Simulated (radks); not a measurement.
Q: All-electron atom: the iodine ion I4+ in [Kr] 4d10 5s2 5p1. All-electron calculation, scalar-relativistic Kohn-Sham, PBE, spin-polarised, spherical densities, finite nucleus; open shells are filled with parallel spins first (spin-orbit coupling, left out, can overturn this in heavy ions); Fermi nuclear charge, rms radius 4.75 fm. Program: a radial shooting solver on a logarithmic mesh with Libxc functionals. Some entries of the table are withheld. Estimate them.

orbital  occ.  eigenvalue (hartree)  <r^2> (bohr^2)
1s up       1             -1213.782        0.001005
1s down     1             -1213.780        0.001005
2s up       1             -188.9572         0.01619
2s down     1             -188.9565         0.01619
2p up       3             -169.7768         0.01282
2p down     3             -169.7754         0.01282
3s up       1             -39.47338          0.1127
3s down     1             -39.47189          0.1127
3p up       3             -33.25668          0.1130
3p down     3             -33.25497          0.1129
3d up       5             -23.94520         0.09854
3d down     5             -23.94358         0.09854
4s up       1              -8.29488          0.6173
4s down     1              -8.29108          0.6171
4p up       3              -6.34452          0.7120
4p down     3              -6.34032          0.7111
4d up       5                   (1)          0.9732
4d down     5                   (2)          0.9670
5s up       1              -2.13187           3.564
5s down     1              -2.09144           3.554
5p up       1                   (3)           4.617
5p down     0                   (4)           4.636

A: 
(1) 4d up eigenvalue (hartree): -3.49573
(2) 4d down eigenvalue (hartree): -3.48856
(3) 5p up eigenvalue (hartree): -1.66117
(4) 5p down eigenvalue (hartree): -1.61881
